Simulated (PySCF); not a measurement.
PySCF 2.14.0 with density-fitted response routines calculation with shieldings: GIAO PBE0/pcSseg-1 and geometry: GFN2-xTB; relativity neglected, single conformer, no solvent, one averaged value for each set of equivalent atoms.

δ = σ(ref) − σ, references computed at the same level: TMS for 1H and 13C. Acid and N–H amide carbonyl carbons lie up to 10 ppm further downfield in solution (hydrogen bonding). Shifts are as computed. Against solution values, carbons near 30 ppm lie about +3 ppm off and those near 130 ppm about +5 ppm (rms about the fit 2.1 ppm; single classes can miss by 10 ppm). Of 1328 compounds with measured shifts, 309 miss one by over three times the rms of a fit or turn the order of signals round; such compounds aren't used in these exercises. Signals without a measured value on file couldn't be tested in this way; 1H shifts scatter by 0.2 ppm about their fit, and single ones miss by 0.5 ppm. OH and NH positions are gas-phase values without hydrogen bonding to other molecules.

**Question.** Order these molecules by the shift of their most deshielded carbon-bound hydrogen, lowest δ first.
A. FC1=CCC=C1F
B. Cc1ccpcc1C
C. C=Cc1c[pH]cc1C
D. CC(=O)N[SiH3]

**Answer.** D (2.06 ppm, hydrogen on a methyl carbon α to a carbonyl), A (5.89 ppm, hydrogen on an alkene CH), C (7.35 ppm, hydrogen on a unsaturated ring CH), B (9.02 ppm, hydrogen on a ring CH next to a ring phosphorus).

**Question.** Order these molecules by the shift of their most deshielded carbon, lowest δ first.
A. Cc1ccpcc1C
B. Cc1ccc(C)pc1
C. C=Cc1c[pH]cc1C

**Answer.** C (157.6 ppm, unsaturated ring carbon), A (165.1 ppm, ring CH next to a ring phosphorus), B (176.9 ppm, ring carbon next to a ring phosphorus).

**Question.** How many 13C and 1H signals does each give (equivalence by symmetry and fast rotation, but not about amide C–N or C=N bonds)? `C=Cc1c[pH]cc1C`, `Cc1ccpcc1C`, `CO/C=N\[SiH3]`, `FC1=CCC=C1F`, `CC(=O)N[SiH3]`, `Cc1ccc(C)pc1`

**Answer.** C=Cc1c[pH]cc1C: 7 C, 7 H; Cc1ccpcc1C: 7 C, 5 H; CO/C=N\[SiH3]: 2 C, 3 H; FC1=CCC=C1F: 3 C, 2 H; CC(=O)N[SiH3]: 2 C, 3 H; Cc1ccc(C)pc1: 7 C, 5 H.
